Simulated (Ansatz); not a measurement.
Ansatz (a first-principles code) input (CCSD(T)/6-31G*):

Ansatz 0.2 input:
```yaml
crystal:
  periodic: [false, false, false]
  atoms:
    - {symbol: O, position_ang: [-0.06084687, 1.23645032, -1.32555026]}
    - {symbol: Ge, position_ang: [0.00019561, 0.02386966, -0.00429719]}
    - {symbol: O, position_ang: [-1.12618935, 0.58330403, 1.22450130]}
    - {symbol: O, position_ang: [-0.39096937, -1.49918381, -0.81318494]}
    - {symbol: O, position_ang: [1.54866400, -0.19981646, 0.80381292]}
    - {symbol: H, position_ang: [-0.77956074, 0.45151881, 2.11483360]}
    - {symbol: H, position_ang: [-1.15544684, -1.43387495, -1.39702858]}
    - {symbol: H, position_ang: [2.16348058, -0.74750570, 0.30307274]}
basis:
  gaussian:
    orbitals: 6-31G*
magnetization: {spin_polarized: true, initial_magnetization: 1}
correlation: {method: ccsd_t, electrons: outside_noble_gas}
```

Output:

```
Functional definition: HF
integrals: 0.20 GiB planned
906 factors; integrals over basis functions are off by at most 5.6e-4 eV
mean field: 0.64 GiB planned
mean field evaluation 1: about -64657.3659 eV, gradient 3.5e1 eV
mean field evaluation 2: about -64657.3956 eV, gradient 3.6e1 eV
mean field evaluation 4: about -64662.5572 eV, gradient 3.3e0 eV
mean field evaluation 8: about -64662.6526 eV, gradient 2.9e-1 eV
mean field evaluation 16: about -64662.6634 eV, gradient 4.7e-4 eV
mean field evaluation 32: about -64662.6569 eV, gradient 6.5e-2 eV
mean field evaluation 64: about -64657.5288 eV, gradient 3.6e1 eV
mean field evaluation 96: about -64662.5400 eV, gradient 2.8e-3 eV
mean field evaluation 128: about -64662.5399 eV, gradient 3.8e-3 eV
mean field evaluation 160: about -64662.5399 eV, gradient 8.9e-4 eV
mean field -64662.66341814 eV, -2376.3090506892 hartree, gradient 1.7e-6 eV, S^2 0.756769; 6 other end points of the search recorded, 0 dependent functions left out
determinant -64662.66341814 eV, -2376.3090506892 hartree, with singles and doubles -64684.18306352 eV, -2377.0998830704 hartree
determinant -64662.53994621 eV, -2376.3045131795 hartree, with singles and doubles -64684.04001533 eV, -2377.0946261463 hartree
determinant -64660.50703462 eV, -2376.2298050566 hartree, with singles and doubles -64682.16538788 eV, -2377.0257348583 hartree
determinant -64662.66341814 eV, -2376.3090506892 hartree, with singles and doubles -64684.18612030 eV, -2377.0999954049 hartree
determinant -64662.53994621 eV, -2376.3045131795 hartree, with singles and doubles -64684.04099507 eV, -2377.0946621510 hartree
18 core orbitals not correlated
reference -64662.66341814 eV, -2376.3090506892 hartree; 16, 15 occupied and 67, 68 virtual orbitals, 906 factors
second order -20.85078893 eV of doubles, -0.00000000 eV of singles
coupled cluster: 0.77 GiB planned
cycle   1  -21.52270576 eV  change   -3.6e-6 eV  update   5.0e-6
perturbative correction -0.42980178 eV, -0.0157949241 hartree
Total energy: -64684.61592568 eV, -2377.1157904612 hartree
```

It need not be the lowest isomer of its formula.
